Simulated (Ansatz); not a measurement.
**One elementary step**

Start structure (SnSiH$_{8}$O, closed shell), relaxed at PBE0-D4/def2-TZVP:

```tsv
atom	x (Å)	y (Å)	z (Å)
Sn1	-0.6466	-1.6949	-0.5990
O2	1.2950	-1.9630	-0.4053
H3	-1.3968	-3.2290	-0.6731
H4	-1.2104	-0.8108	0.7526
H5	-0.7759	-0.8238	-2.0505
H6	1.1608	1.0959	0.1128
Si7	0.2427	2.1911	0.5164
H8	1.5340	-2.4348	0.3951
H9	0.9273	3.5005	0.3681
H10	-0.9649	2.1663	-0.3489
H11	-0.1653	2.0027	1.9317
```

The step: SnH₄O ([OH][SnH3]) + SiH₄ → SnSiH₆ ([SiH3][SnH3]) + H₂O; bonds formed: Sn1–Si7, O2–H6; bonds broken: Sn1–O2, H6–Si7. Program: Ansatz 0.2.0. Basis: def2-TZVPP and def2-QZVPP. Cores are frozen in the correlated methods. Filled d shells of the heavier atoms are correlated. Core potentials replace the inner electrons of the atoms past krypton. The def2 sets are not built for correlating such inner shells, so the correlated values are less sure here. Extrapolation: Hartree–Fock as exp(−7.88 √X), correlation as X^−2.97. Energies below are by CCSD(T) at an estimated basis limit (MP2 extrapolated from triple and quadruple zeta, plus CCSD(T) − MP2 in triple zeta).

Question: What are the electronic barrier and the energy of the step, from the start structure to the end structure? (Judge from chemistry; the value comes from the calculation.)

Answer: By the calculation: Barrier 169.4 kJ/mol; step energy -21.7 kJ/mol (downhill); reverse barrier, their difference, 191.1 kJ/mol. Barrier and step energy count from the start structure, the reverse barrier from the end structure.

The saddle point: One imaginary mode of 918i cm⁻¹.
```
   pair  start (Å)  saddle (Å)  end (Å)
Sn1–Si7       4.14        3.18     2.56
  O2–H6       3.11        1.14     0.96
 Sn1–O2       1.97        2.14     3.20
 H6–Si7       1.49        1.96     3.48
```

Zero-point energy (harmonic, PBE0-D4): ZPE is 170.5 kJ/mol at the start and 165.9 kJ/mol at the saddle, so the barrier goes from 169.4 to 164.8 kJ/mol.

T1 diagnostic: at most 0.015.

Labels in which every atom is bracketed show which atoms are joined, not bond orders.

For scale, one of the runs: CCSD(T)/def2-TZVPP, 235 basis functions, launched by `ansatz run in.yaml --threads 4 --pin off --events-out ev --progress --plain --max-ram 9574MiB`. Time: 3.5 min of wall clock on 4 CPU threads of an Arm Neoverse N1; the host was shared. Peak host memory: 4.5 GiB.
